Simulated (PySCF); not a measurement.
Species: benzo[c]thiophene, C8H6S.
Numbering: `[cH:1]1[cH:2][cH:3][c:4]2[cH:5][s:6][cH:7][c:8]2[cH:9]1` (hydrogens: H10 on C1; H11 on C2; H12 on C3; H13 on C5; H14 on C7; H15 on C9)

All values: CAM-B3LYP/def2-SVPD (PySCF, non-relativistic), on one gas-phase PBE0-D3(BJ)/def2-SVP geometry that isn't relaxed in the solvent. The solvent is an IEF-PCM continuum (Bondi radii, 1.10 Å for H, scaled by 1.2), and excitations are vertical TDDFT with non-equilibrium linear response and a frozen core. Only the electrostatic response of the medium enters.

Gas-phase singlets (H = HOMO, L = LUMO):

| state | E (eV) | λ (nm) | f | leading configurations |
| --- | --- | --- | --- | --- |
| S1 | 3.889 | 319 | 0.080 | H→L 98% |
| S2 | 4.781 | 259 | 0.098 | H-1→L 75%, H→L+4 23% |
| S3 | 5.637 | 220 | 0.005 | H→L+1 84% |
| S4 | 5.806 | 214 | 0.003 | H→L+5 94% |
| S5 | 5.845 | 212 | 0.000 | H→L+3 55%, H→L+2 36% |

Q: What are the lowest 5 singlets in chloroform (ε = 4.711)?

A: 
```
state  E (eV)  λ (nm)      f  leading configurations  change by rank (eV)
   S1   3.821     325  0.112                 H→L 98%               -0.068
   S2   4.751     261  0.167    H-1→L 79%, H→L+4 19%               -0.030
   S3   5.720     217  0.006               H→L+1 84%               +0.083
   S4   5.771     215  0.003               H→L+5 98%               -0.035
   S5   5.783     214  0.000    H→L+2 61%, H→L+3 31%               -0.062
```

Q: The ground-state energy changes by -0.112 eV from gas to chloroform. By how much does the total energy of gas-phase S1 change?

A: E(S1) = E(S0) + excitation energy, so it changes by -0.112 − 0.068 = -0.180 eV: it is lowered more than the ground state, which is what a red shift means. This is the vertical state, with the slow part of the continuum still set for S0.

Q: How do the frontier levels move from gas to chloroform?

A: 
| orbital | gas (eV) | solvent (eV) | change (eV) | Löwdin shares, gas | Löwdin shares, solvent |
| --- | --- | --- | --- | --- | --- |
| LUMO+2 | 1.46 | 1.50 | +0.04 | S6 66 %, C5 7 %, C7 7 %, H13 5 % | S6 56 %, C5 8 %, C7 8 % |
| LUMO+1 | 1.29 | 1.42 | +0.13 | S6 76 %, H14 5 %, H13 5 %, C5 4 % | S6 78 %, C7 4 %, C5 4 %, H14 4 % |
| LUMO | -0.59 | -0.58 | +0.01 | S6 19 %, C5 13 %, C7 13 %, C9 10 % | S6 19 %, C5 12 %, C7 12 %, C9 10 % |
| HOMO | -7.03 | -7.02 | +0.01 | C5 19 %, C7 19 %, C3 12 %, C9 12 % | C5 19 %, C7 19 %, C3 12 %, C9 12 % |
| HOMO-1 | -8.28 | -8.30 | -0.02 | S6 28 %, C8 14 %, C4 14 %, C2 12 % | S6 28 %, C8 14 %, C4 14 %, C2 12 % |
| HOMO-2 | -9.53 | -9.54 | -0.01 | C3 15 %, C9 15 %, C4 14 %, C8 14 % | C3 15 %, C9 15 %, C4 14 %, C8 14 % |
| HOMO-3 | -11.01 | -10.95 | +0.06 | C4 12 %, C8 12 %, S6 12 %, C3 11 % | C4 12 %, C8 12 %, C3 11 %, C9 11 % |

The HOMO–LUMO gap goes from 6.44 to 6.44 eV.
